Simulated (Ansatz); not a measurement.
A run for Ansatz (a first-principles code): R-wB97X-V/def2-TZVPP on GaH, 2S+1 = 1, a spin state set in the input, which need not be the lowest, a point of a bond scan (R = 1.688 Å).

Ansatz 0.2 input:
```yaml
crystal:
  periodic: [false, false, false]
  atoms:
    - {symbol: H, position_ang: [0.00000000, 0.00000000, 0.00000000]}
    - {symbol: Ga, position_ang: [0.00000000, 0.00000000, 1.68781500]}
basis:
  gaussian:
    orbitals: def2-TZVPP
    pivot_positions_ang: [[0.00000000, 0.00000000, 0.00000000], [0.00000000, 0.00000000, 1.68781500]]
hamiltonian:
  xc: {name: wB97X-V}
output: {forces: true, orbitals: {seedname: ./end}}
```

Output:

```
WARN ansatz: RAYON_NUM_THREADS=2 ignored (pool sized by the plan → 2); use --threads N
Functional definition: wB97X-V
integrals: 0.02 GiB planned
462 factors; their error is unknown
integrals: 0.05 GiB planned
107 factors; integrals over basis functions are off by at most 2.2e-5 eV
mean field: 0.21 GiB planned
mean field evaluation 1: about -52387.6412 eV, gradient 1.6e1 eV
mean field evaluation 2: about -52387.9840 eV, gradient 1.5e1 eV
mean field evaluation 4: about -52388.1429 eV, gradient 3.3e-1 eV
mean field evaluation 8: about -52388.2677 eV, gradient 1.5e-3 eV
mean field -52388.26770923 eV, -1925.2333282711 hartree, gradient 3.0e-5 eV, S^2 0.000000; 0 other end points of the search recorded, 0 dependent functions left out
the calculation of the forces begins
reference -52388.26770792 eV, -1925.2333282227 hartree; 16, 16 occupied and 46, 46 virtual orbitals, 462 factors
Total energy: -52388.26770792 eV, -1925.2333282227 hartree
Atom 0 at     0.000000     0.000000     0.000000 Å, force    -0.000000     0.000000     0.171680 eV/Å
Atom 1 at     0.000000     0.000000     1.687815 Å, force     0.000000    -0.000000    -0.171680 eV/Å
Dipole moment:    -0.000000    -0.000000     0.079580 e Å
```

Self-consistency was reached.

Cost: around 1.9 core-seconds (rough).
